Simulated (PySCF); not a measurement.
# Electric field gradients and quadrupole coupling constants

C₅H₇FS₂Si.
Geometry (GFN2-xTB, Å), atoms numbered from 1 in this order:
```xyz
16
C5H7FS2Si angstrom
C     -2.4186   -0.6753   -0.2012
C     -1.3320    0.3309    0.0170
C     -1.4528    1.6017   -0.3431
F     -2.5606    2.0889   -0.9239
Si     0.2336   -0.2781    0.8525
S      1.7781    1.2150    0.9520
C      2.9931    0.2975    0.0915
C      2.7856   -0.9086   -0.4216
S      1.2654   -1.7670   -0.3106
H     -2.0448   -1.4962   -0.8108
H     -2.7359   -1.0908    0.7534
H     -3.2761   -0.2268   -0.6954
H     -0.7024    2.3671   -0.2087
H     -0.0256   -0.8071    2.1898
H      3.9376    0.8059    0.0039
H      3.5477   -1.4481   -0.9562
```

Field gradients from the PBE0/pcSseg-1 density (PySCF, non-relativistic), principal values in atomic units, ordered |Vxx| ≤ |Vyy| ≤ |Vzz|:

| atom | Vxx | Vyy | Vzz |
| --- | --- | --- | --- |
| S6 | -0.0209 | -1.9495 | 1.9704 |
| S9 | -0.0224 | -1.9530 | 1.9754 |

**Question.** Find the asymmetry η = (Vxx − Vyy)/Vzz and the couplings χ = eQV/h (234.96 MHz × Q in barn × V in au), with Q(33S) = −0.0678 b.

**Answer.** 
```csv
atom,environment,nucleus,η,χzz (MHz),χxx (MHz),χyy (MHz)
S6,sulfur bonded to C and Si,33S,0.98,-31.39,0.33,31.06
S9,sulfur bonded to C and Si,33S,0.98,-31.47,0.36,31.11
```

At S6 and S9 η is above 0.9: Vyy and Vzz are nearly equal in size and opposite in sign, so a small change could swap them and flip the sign of χzz. The tensor is traceless: Vxx + Vyy + Vzz = 0.

**Question.** What is Vzz at S6 in SI units (1 au = 9.71736 × 10²¹ V/m²)?

**Answer.** 1.9704 au = 19.147 × 10²¹ V/m².

Were the hydrogens deuterons (Q(2H) = 0.00286 b), χzz would run from 108 kHz (H14) to 226 kHz (H16 and H15).

Isolated species at its GFN2-xTB geometry (one conformer only). GFN2-xTB bond lengths can be off by several hundredths of an ångström, more for odd bonds, and the gradients follow them. These gradients aren't converged with respect to the basis.
